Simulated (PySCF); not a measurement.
4-cyanostyrene, C₉H₇N.
Numbering: `[CH2:1]=[CH:2][c:3]1[cH:4][cH:5][c:6]([C:7]#[N:8])[cH:9][cH:10]1` (hydrogens: H11, H12 on C1; H13 on C2; H14 on C4; H15 on C5; H16 on C9; H17 on C10)

Geometry (GFN2-xTB, Å), atoms numbered from 1 in this order:
```
atom  x, y, z in Å
C1    -3.080    0.449   -0.269
C2    -2.121   -0.470   -0.245
C3    -0.707   -0.243    0.026
C4     0.142   -1.349    0.138
C5     1.487   -1.196    0.396
C6     2.020    0.085    0.545
C7     3.398    0.252    0.809
N8     4.517    0.386    1.023
C9     1.187    1.200    0.433
C10   -0.156    1.033    0.177
H11   -2.897    1.493   -0.081
H12   -4.101    0.183   -0.479
H13   -2.381   -1.504   -0.432
H14   -0.267   -2.342    0.023
H15    2.133   -2.057    0.483
H16    1.606    2.189    0.549
H17   -0.785    1.904    0.087
```

Mulliken charges (e) from the PBE0/pcSseg-1 density (PySCF), one withheld:

```tsv
atom	bonded to	charge
C1	C2 H11 H12	-0.1002
C2	C1 C3 H13	-0.1332
C3	C2 C4 C10	-0.1994
C4	C3 C5 H14	-0.0306
C5	C4 C6 H15	+0.0516
C6	C5 C7 C9	-0.2547
C7	C6 N8	+0.1489
N8	C7	-0.2417
C9	C6 C10 H16	+0.0589
C10	C9 C3 H17	?
H11	C1	+0.1251
H12	C1	+0.1280
H13	C2	+0.0916
H14	C4	+0.0855
H15	C5	+0.0971
H16	C9	+0.0955
H17	C10	+0.0911
```

Question: What is the charge on C10?

Answer: The charges add up to the total charge, 0. The others sum to +0.0135, which leaves -0.0135 e for C10 (aromatic CH carbon).

Question: Add each hydrogen's charge to the atom that carries it.

Answer: C1 +0.1529, C2 -0.0416, C4 +0.0549, C5 +0.1487, C9 +0.1544, C10 +0.0776. Atoms without hydrogen keep their charges.

Question: Across which bond do the charges differ most?

Answer: C7–C6: +0.1489 on C7 against -0.2547 on C6, a difference of 0.4036 e.

Question: Take the bonds between elements whose Pauling electronegativities differ by more than 0.25. In how many does the more electronegative atom carry the lower charge?

Answer: In 8 of 8.

Question: How much positive and how much negative charge does this set hold in all?

Answer: +0.9733 e on 10 atoms and -0.9733 e on 7.

The Mulliken scheme gives each basis function's population to the atom it is centred on and halves the overlap population of two atoms between them. Geometry: GFN2-xTB, one conformer, isolated molecule.
